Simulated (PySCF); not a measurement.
CH₄Si, charge +1, multiplicity 2. Atoms are numbered in the order given.

```xyz
6

C      0.0000     0.0000    -1.2091
Si     0.0000     0.0000     0.5861
H      0.0000     0.9212    -1.7838
H      0.0000    -0.9212    -1.7838
H      0.0000    -1.2751     1.3084
H      0.0000     1.2751     1.3084
```
Charge +1, spin multiplicity 2.

Coordinates come from a B3LYP-D3(BJ)/def2-TZVP optimisation. The spin state was assumed, not searched.

All values below come from PBE/def2-TZVPD (PySCF).

Isolated molecule, no solvent.

The total energy is -329.43090 hartree, the point group is C2v and the α spin, highest occupied and lowest empty level is -13.51 and -9.47 eV. The β spin, highest occupied and lowest empty level comes out as -15.28 and -11.77 eV and the dipole moment about the centre of nuclear charge is 0.07 D. The mean static polarisability comes out as 33.4 bohr³ (4.96 Å³). The polarisability, principal values is 24.7, 31.5, 44.1 bohr³. The ⟨S²⟩ is 0.753 (pure state 0.75).
